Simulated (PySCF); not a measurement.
A GIAO shielding run with PySCF (density fitting, non-relativistic, gas phase) on `CCC#CC[SiH2]C`, C₆H₁₂Si:

```
$ OMP_NUM_THREADS=1 python probes_run.py task.json out

{"job": {"kind": "nmr", "xc": "PBE0", "basis": "pcSseg-1"}, "charge": 0, "multiplicity": 1}
C     -2.628674     0.749478    -0.827120
C     -2.621842    -0.509596     0.040770
C     -1.281362    -0.813856     0.508537
C     -0.163886    -1.041669     0.878907
C      1.187942    -1.307936     1.311884
Si     2.461991    -0.428280     0.184673
C      2.155276     1.441356     0.268222
H     -2.270660     1.603623    -0.255797
H     -3.636224     0.963533    -1.178548
H     -1.978911     0.616018    -1.689609
H     -3.280115    -0.368031     0.903855
H     -2.998341    -1.359461    -0.537297
H      1.359627    -2.386352     1.301445
H      1.303127    -0.971495     2.345529
H      2.308345    -0.907926    -1.194299
H      3.807532    -0.756342     0.678130
H      2.844402     1.984054    -0.371790
H      1.145039     1.679746    -0.053210
H      2.276930     1.822386     1.278821
```

Hardware: 1 thread of an Intel Xeon, shared host. The job also computes population analyses, field gradients.

Question: How large is the calculation?

Answer: 62 electrons, 186 basis functions and 983 auxiliary functions.

Question: How long does it take, and how much memory does it need?

Answer: 91 s of wall time, with 14 SCF cycles and 5 response iterations; peak memory 0.84 GiB. Times on a shared host scatter by some tens of per cent.
